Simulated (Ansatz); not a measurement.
Reactions of Cl$_{2}$F$_{2}$H$_{3}$NSi$_{2}$, SMILES `F[Si](F)(Cl)N[SiH2]Cl`.

Calculated with Ansatz (gas phase, PBE0-D4/def2-TZVP geometries, no zero-point term in ΔE). CCSD(T)/CBS is the MP2 limit (def2-TZVPP, def2-QZVPP) plus CCSD(T) − MP2 in def2-TZVPP, frozen cores. Small cases extrapolate CCSD(T) itself. DFT in def2-TZVPP. B3LYP here is the variant with VWN-RPA as its local correlation; programs differ in this. Open shells (•) are unrestricted, without spin–orbit coupling. Spin–orbit coupling would lower the free atoms: a little for Cl, F, Si. Bonds to Ge are less sure, by a few kJ/mol each and by 10 to 20 or more in all where they break to atoms, as the def2 sets lack core-valence functions. Scalar relativity is left out up to krypton. One conformer a species, not always the lowest.

| reaction | B3LYP-D4 (kcal/mol) | PBE0-D4 (kcal/mol) | PBE-D4 (kcal/mol) |
| --- | --- | --- | --- |
| `F[Si](F)(Cl)N[SiH2]Cl` → 2 Cl• + 2 F• + 3 H• + N• + 2 Si• | 895.5 | 895.2 | 910.8 |
| `F[Si](F)(Cl)N[SiH2]Cl` → `N[Si](F)(F)Cl` + `[SiH]Cl` | 60.8 | 63.4 | 59.7 |
| `F[Si](F)(Cl)N[SiH2]Cl` + `N[SiH](O)O` → `O[SiH](O)N[SiH2]Cl` + `N[Si](F)(F)Cl` | -1.9 | -2.0 | -2.0 |
| `F[Si](F)(Cl)N[SiH2]Cl` + `F[Si](S)(Cl)Cl` → `F[Si](Cl)(Cl)S[SiH2]Cl` + `N[Si](F)(F)Cl` | 0.3 | -1.5 | -2.1 |
| `F[Si](F)(Cl)N[SiH2]Cl` + `BN[SiH3]` → `BN([SiH3])[SiH2]Cl` + `N[Si](F)(F)Cl` | 3.7 | 3.3 | 3.6 |
| `F[Si](F)(Cl)N[SiH2]Cl` + `[SH][GeH3]` → `Cl[SiH2][S][GeH3]` + `N[Si](F)(F)Cl` | 1.1 | -1.1 | -1.5 |
| `F[Si](F)(Cl)N[SiH2]Cl` → `[NH][SiH2]Cl`• + `F[Si](F)Cl`• | 121.4 | 122.5 | 119.4 |
| `F[Si](F)(Cl)N[SiH2]Cl` + `OBS` → `OB(S)[SiH2]Cl` + `N[Si](F)(F)Cl` | 20.5 | 18.3 | 16.7 |
| `F[Si](F)(Cl)N[SiH2]Cl` + `N[SiH3]` → `[SiH3]N[SiH2]Cl` + `N[Si](F)(F)Cl` | -1.5 | -1.8 | -1.7 |

Task: Give the CCSD(T)/CBS values in the same order. (Best estimate.)

Result: The calculation gave: 910.7, 63.5, -1.6, 0.1, 2.9, -0.1, 128.9, 21.0, -1.8 kcal/mol.

Largest T1 diagnostic: 0.013, for `OBS`.

Extrapolated directly: `F[Si](F)(Cl)N[SiH2]Cl` → 2 Cl• + 2 F• + 3 H• + N• + 2 Si•; `F[Si](F)(Cl)N[SiH2]Cl` → `N[Si](F)(F)Cl` + `[SiH]Cl`.
